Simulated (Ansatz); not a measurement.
`[SiH3][SiH2][NH][GeH3]` + `[SiH3]P` → `[SiH3]P[SiH3]` + `[SiH3][NH][GeH3]` at 400 K and 1 bar (cleavage of the Si–Si bond).

Calculated with Ansatz (gas phase, PBE0-D4/def2-TZVP geometries, no zero-point term in ΔE). CBS: MP2 limit from def2 TZ/QZ plus the TZ coupled-cluster correction, frozen cores. This one scheme is used for every species. For Ge outer-core shells are correlated without core-valence functions, which leaves a few kJ/mol of doubt a bond. Scalar relativity is left out up to krypton. Each species was taken in one conformer, which may not be the lowest.

| species | CCSD(T)/CBS energy (Eh) | H − E (kJ/mol) | S (J/(mol·K)) |
| --- | --- | --- | --- |
| `[SiH3][SiH2][NH][GeH3]` | -2714.39913 | 255.0 | 448.8 |
| `[SiH3]P` | -633.00997 | 132.7 | 302.6 |
| `[SiH3]P[SiH3]` | -923.30091 | 188.9 | 376.4 |
| `[SiH3][NH][GeH3]` | -2424.11992 | 199.5 | 375.1 |

H − E and S are ideal-gas, rigid-rotor, harmonic terms from PBE0-D4/def2-TZVP, for one conformer and one mirror image of each species. 1 Eh = 2625.50 kJ/mol, R = 8.31446 J/(mol·K).

Q: By hand: ΔE, ΔH, ΔS and ΔG.

A: ΔE = (-923.30091) + (-2424.11992) − (-2714.39913) − (-633.00997) = -0.01173 Eh = -30.8 kJ/mol. Δ(H − E) = 188.9 + 199.5 − 255.0 − 132.7 = 0.7, so ΔH = -30.1 kJ/mol. ΔS = 376.4 + 375.1 − 448.8 − 302.6 = 0.1 J/(mol·K). ΔG = -30.1 − 400 × (0.1)/1000 = -30.1 kJ/mol.

Q: By hand: the equilibrium constant, and the temperature at which ΔG would vanish if ΔH and ΔS stayed fixed.

A: log₁₀ K = −ΔG/(RT ln 10) = 3.9. ΔH and −TΔS have one sign here, so there is no such temperature.

The number of gas molecules stays the same, so ΔS is small and ΔH decides. A doubt of 5 kJ/mol in ΔE shifts log₁₀ K by 0.7 here. Other conformers and mirror images would add mixing entropy, several J/(mol·K) or more a flexible species. Modes under 60 cm⁻¹, often nearly free rotors, make the harmonic entropy too high. These are equilibria of isolated gas molecules and say nothing of rates. Largest T1 diagnostic: 0.013 (customary marks: 0.02 for closed shells, 0.045 for open ones).

ΔS is within the doubt of such terms, so its sign, and with it that verdict, could turn.
